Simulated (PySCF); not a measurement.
Gas-phase equilibrium of 1 mol ZnCl2, 2.4 mol H2O at 1400 K and 0.00100 bar, among 18 species (ClO, O2, HCl, O, HO2, Zn, H2O, H, Zn(OH)2, HOCl, H2O2, O3, H2, ZnH2, ZnCl2, Cl, Cl2, OH). Only gases are allowed; each row takes one source of thermochemistry for all species, and Cantera finds the minimum.

Energies from PySCF, thermal terms from the rigid-rotor harmonic-oscillator model, ideal gas at 1 bar. † marks an energy on the PBE0/def2-TZVP geometry and frequencies; other levels use their own. 6-31G* has spherical d functions here. Open shells (unrestricted) among the columns below: O2 (multiplicity 3), Cl (multiplicity 2, electronic degeneracy 6); the rest are closed-shell singlets. Spin-orbit splitting is ignored; it lowers the true energy and changes the entropy of Cl. B3LYP is the form with VWN-RPA correlation. Zn: all electrons, no relativistic terms. The harmonic model lacks anharmonicity and excited electronic states, which grow with temperature; levels with a mode under 35 cm⁻¹ are left out. Soft modes under 120 cm⁻¹ make the harmonic entropy rough for ZnCl2.

Molecules larger than those listed are left out. Table species left out: Zn+.

Mole fractions:

| thermochemistry | x H2O | x HCl | x ZnCl2 | x Zn | x O2 | x H2 | x Cl |
|---|---|---|---|---|---|---|---|
| B3LYP/6-31G* | 0.60 | 0.075 | 0.24 | 0.036 | 0.028 | 0.021 | 0.00086 |
| BLYP/def2-TZVP† | 0.34 | 0.35 | 0.039 | 0.18 | 0.087 | 0.00080 | 0.0054 |
| M06-2X/def2-TZVP† | 0.62 | 0.082 | 0.23 | 0.042 | 0.021 | 0.00025 | 0.0011 |
| PBE0/def2-QZVP† | 0.61 | 0.094 | 0.23 | 0.048 | 0.024 | 0.00015 | 0.00084 |
| ωB97M-V/def2-TZVP† | 0.59 | 0.11 | 0.21 | 0.055 | 0.027 | 0.00023 | 0.00093 |
The most sensitive of these is H2: it spans a factor of 10^2.1 over these rows; at this temperature one factor of ten is RT ln 10 = 27 kJ/mol.
